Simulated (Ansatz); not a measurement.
This geometry of CH7BN2 + H2O (14 atoms, charge 0, multiplicity 1) is a first-order saddle point.

Method: RKS PBE0/def2-SVP in Ansatz 0.2.0.

```xyz
14
Properties=species:S:1:pos:R:3
B 0.088 -0.357 0.113
N -0.031 -0.148 1.669
H -0.890 0.243 2.046
H 0.782 0.293 2.091
N 1.421 0.096 -0.371
H 1.668 -0.330 -1.261
H 1.451 1.103 -0.519
C -1.276 -0.055 -0.689
H -2.185 -0.470 -0.216
H -1.437 1.033 -0.776
H -1.236 -0.446 -1.720
O 0.230 -1.977 0.346
H -0.587 -2.420 0.090
H 0.087 -1.479 1.382
```

Which two structures does it join? (They come from a converged band through this point; their orientation in space is the band's.)

Bonds broken: B1–N2, O12–H14. Bonds formed: B1–O12, N2–H14. CH7BN2 + H2O becomes CH6BNO + H3N.

Initial state:

```xyz
14
Properties=species:S:1:pos:R:3
B 0.019 0.226 0.039
N -0.012 0.135 1.471
H -0.885 0.243 1.970
H 0.788 0.372 2.044
N 1.242 0.403 -0.638
H 1.308 0.349 -1.644
H 2.142 0.431 -0.179
C -1.346 0.132 -0.762
H -2.068 -0.549 -0.281
H -1.829 1.124 -0.807
H -1.209 -0.206 -1.801
O 0.287 -2.773 0.988
H -0.523 -2.945 0.499
H 0.170 -1.854 1.286
```

Final state:

```xyz
14
Properties=species:S:1:pos:R:3
B 0.089 -0.709 -0.723
N -0.243 -0.204 2.398
H -0.246 0.534 3.101
H 0.396 0.104 1.662
N 1.229 0.124 -0.618
H 2.156 -0.259 -0.488
H 1.210 1.109 -0.837
C -1.350 -0.111 -0.988
H -1.883 -0.066 -0.022
H -1.332 0.909 -1.401
H -1.948 -0.738 -1.668
O 0.305 -2.052 -0.526
H -0.516 -2.550 -0.539
H 0.216 -1.003 2.834
```

How far does it lie above each of them?

23.4 kcal/mol above the first and 28.6 kcal/mol above the second. This is the barrier of this one path; another mechanism may lie lower. The orbitals stay closed-shell, which can raise the energy where a bond breaks towards radicals; this wasn't checked here.

Run time: 2.9 min on 4 threads of Arm Neoverse V2, on a shared host, peak memory 0.27 GiB.
